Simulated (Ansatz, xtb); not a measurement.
# Ranking isomers of C7H4BrN

4 gas-phase structures of C7H4BrN, from a drawn sample of its isomers (lower ones may exist). Each was relaxed with GFN2-xTB:

A. `N#Cc1ccccc1Br`, a singlet
B. `N#Cc1cccc(Br)c1`, a singlet
C. `N#Cc1ccc(Br)cc1`, a singlet
D. `N#C[C@@]12C=C[C@H]3[C@@H]1[C@]32Br`, a singlet

Task: Estimate their order in r2SCAN-D4/def2-SVP energy at these geometries, lowest first.

Result: Calculated order at r2SCAN-D4/def2-SVP: C (0.0), B (0.7), A (1.5), D (76.4) kcal/mol. Less than 1 kcal/mol parts C and B; B and A, so the order within those pairs means little.

Energies above the lowest of each column, in kcal/mol; the last columns are at PBE0-D3(BJ)/def2-SVP geometries and were run for some of them only (a dash: not run or not comparable):

```json
{"structure": "C", "GFN2-xTB": "0.0", "HF/STO-3G": "0.0", "r2SCAN-D4/def2-SVP": "0.0", "PBE0-D3(BJ)/def2-SVP": "0.0", "CCSD(T)/def2-SVP + ΔMP2/def2-TZVPP": "0.0"}
{"structure": "B", "GFN2-xTB": "0.4", "HF/STO-3G": "0.5", "r2SCAN-D4/def2-SVP": "0.7", "PBE0-D3(BJ)/def2-SVP": "0.6", "CCSD(T)/def2-SVP + ΔMP2/def2-TZVPP": "0.4"}
{"structure": "A", "GFN2-xTB": "1.5", "HF/STO-3G": "1.2", "r2SCAN-D4/def2-SVP": "1.5", "PBE0-D3(BJ)/def2-SVP": "1.4", "CCSD(T)/def2-SVP + ΔMP2/def2-TZVPP": "1.2"}
{"structure": "D", "GFN2-xTB": "55.7", "HF/STO-3G": "69.4", "r2SCAN-D4/def2-SVP": "76.4", "PBE0-D3(BJ)/def2-SVP": "–", "CCSD(T)/def2-SVP + ΔMP2/def2-TZVPP": "–"}
```

Every level run on C puts it lowest or level with the lowest. Frequencies (GFN2-xTB) were run for A, B, C alone. ΔMP2 is the change of the MP2 energy from the smaller to the larger basis.

Over these structures GFN2-xTB departs from r2SCAN-D4/def2-SVP by 7.7 kcal/mol on average once a common shift is removed. A GFN2-xTB relaxation took about 0.093 s and the r2SCAN-D4/def2-SVP energy about 2.8 s on a shared host (Ansatz 0.2.0, xtb 6.7.1).
